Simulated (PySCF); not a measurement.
Gas-phase reaction: InI₃ + 2 InBr₃ = 3 InI + 3 Br₂, at 500 K and a standard pressure of 1 bar. Level: MP2/def2-SVP†.

Computed with PySCF and rigid-rotor harmonic-oscillator thermochemistry at 1 bar. † marks an energy on the PBE0/def2-TZVP geometry and frequencies. MP2 freezes the core. All species are closed-shell singlets. I, In: scalar-relativistic def2 core potential, no spin-orbit coupling. Br: all electrons, no relativistic terms. MP2 isn't extrapolated to the basis-set limit; its ΔH°(298 K) is 941.3 kJ in def2-SVP and 850.5 kJ in def2-TZVPP. The harmonic model lacks anharmonicity and excited electronic states, which grow with temperature; levels with a mode under 35 cm⁻¹ are left out. Soft modes under 120 cm⁻¹ make the harmonic entropy rough for InI₃, InBr₃.

| species | E (Ha) | H(500 K) − E (kJ/mol) | S°(500 K) (J/mol/K) |
|---|---|---|---|
| InI₃ | -1079.77544 | 42.0 | 441.2 |
| InBr₃ | -7906.45516 | 42.2 | 416.9 |
| InI | -486.13059 | 18.8 | 286.7 |
| Br₂ | -5144.64412 | 19.0 | 263.9 |
E: electronic energy; H − E holds the zero-point and thermal terms. 1 Ha = 2625.5 kJ/mol.

Question: Work out ΔH°, ΔS°, ΔG° and log10 K from these numbers.

Answer: 1. ΔE = 3×(-486.13059) + 3×(-5144.64412) − 1×(-1079.77544) − 2×(-7906.45516) = 0.36163 Ha = 949.5 kJ.
2. Δ(H − E) = 3×(18.8) + 3×(19.0) − 1×(42.0) − 2×(42.2) = -13.0 kJ, so ΔH° = 936.5 kJ.
3. ΔS° = 3×(286.7) + 3×(263.9) − 1×(441.2) − 2×(416.9) = 376.8 J/K; the number of gas molecules changes by +3.
4. ΔG° = ΔH° − TΔS° = 936.5 − 500×(376.8)/1000 = 748.1 kJ.
5. log10 K = −ΔG°/(RT ln 10) = -78.17, with RT ln 10 = 9.57 kJ/mol; at standard pressures the reactants are favoured.
6. A shift of 10 kJ in ΔE would move log10 K by 1.04 here.
For scale, ΔH°(298 K) is 941 kJ at this level, 810 kJ at ωB97M-V/def2-TZVP†, and runs from 479 to 941 kJ over the 18 levels computed.
